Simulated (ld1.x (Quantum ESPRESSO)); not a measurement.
**Cutoff test, holmium, RRKJ**

holmium (Ho), norm-conserving RRKJ (Kleinman–Bylander form), made with ld1.x (Quantum ESPRESSO) 7.5 (PBE, non-relativistic). Core [Kr] 4d10, reference 4f11 5s2 5p6 5d1 6s1 6p0. Waves: 5p (bound): rc 2.20 bohr; 5d (bound): rc 3.80 bohr; 4f (bound): rc 0.90 bohr; 5s (bound): rc 1.35 bohr. Local part: the s channel. Core correction: none.

Occupied shells without a wave of their own: 6s. They enter only through the test configuration that unscreens the potential.

The pseudo-atom Hamiltonian at the reference potential is diagonalised in spherical Bessel functions j_l(qr) that vanish at 20 bohr, with q² up to the cutoff. All-electron valence levels (Ry): 5p -1.7321, 6p -0.0837, 5d -0.0784, 4f -0.4278, 5s -3.0525, 6s -0.2288.

Task: How do the lowest levels (Ry) of each channel move with the cutoff, and are there ghosts?

Result:

```
cutoff (Ry)      p #1     p #2     p #3    p #4       d #1     d #2     f #1     s #1     s #2     s #3  Σ f·Δε (mRy)
          8   -1.6476  -0.0784   0.0412  0.1791   -60.4504  -0.0657   0.0808  -2.4140  -0.1779   0.0075        7444.1
         25   -1.7323  -0.3174  -0.0633  0.0468  -411.1751  -0.0784   0.0808  -3.0111  -0.2267  -0.0034        5682.2
         50  -10.6306  -1.7321  -0.0837  0.0388  -722.4813  -0.0784   0.0808  -3.0390  -0.2292  -0.0039        5622.8
        100  -11.8742  -1.7321  -0.0838  0.0387  -757.7492  -0.0784   0.0808  -3.0516  -0.2304  -0.0041        5596.3
        180  -11.9242  -1.7321  -0.0838  0.0387  -763.6795  -0.0784   0.0203  -3.0525  -0.2304  -0.0042        4928.4
        400  -11.9261  -1.7321  -0.0838  0.0387  -763.8722  -0.0784  -0.4278  -3.0525  -0.2304  -0.0042           0.0
```

Result: ghost states, extra bound levels that the all-electron valence spectrum of the same l lacks: d at -10393.0 eV, p at -162.3 eV (a true bound ghost makes a file unfit for plane-wave use); 10 mRy is reached at over 300 Ry and 1 mRy at over 300 Ry.
